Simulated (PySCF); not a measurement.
## How methods differ on the ionisation energy of V(19+)

V(19+) [He] 2s2 → V(20+) [He] 2s1 [2s1/2^1, M_J = 1/2], as a difference of total energies. Computed with PySCF 2.14 in an uncontracted even-tempered set (17 s from 4.6 bohr⁻², ratio 2.4; 11 p from 6 bohr⁻², ratio 2.4; 5 d from 20 bohr⁻², ratio 2.6; 4 f from 30 bohr⁻², ratio 2.6), with the two-component X2C-1e Hamiltonian. Correlated levels: nothing frozen; the 34 highest virtual spinors dropped. "Screened" scales the spin-orbit matrix elements by Boettger's factors to mimic the two-electron term; Breit and QED terms are absent.

```json
{"method": "GHF (screened spin-orbit)", "ionisation energy (eV)": "1480.6"}
{"method": "GMP2 (screened spin-orbit)", "ionisation energy (eV)": "1484.8"}
```

**Question.** How much does correlation contribute at GMP2 (screened spin-orbit)?

**Answer.** 1484.8 − (1480.6) = 4.2 eV, measured against GHF (screened spin-orbit).

For comparison: 1486.7 ± 0.5 eV (semi-empirical (NIST evaluation); NIST Atomic Spectra Database, ionization energies).
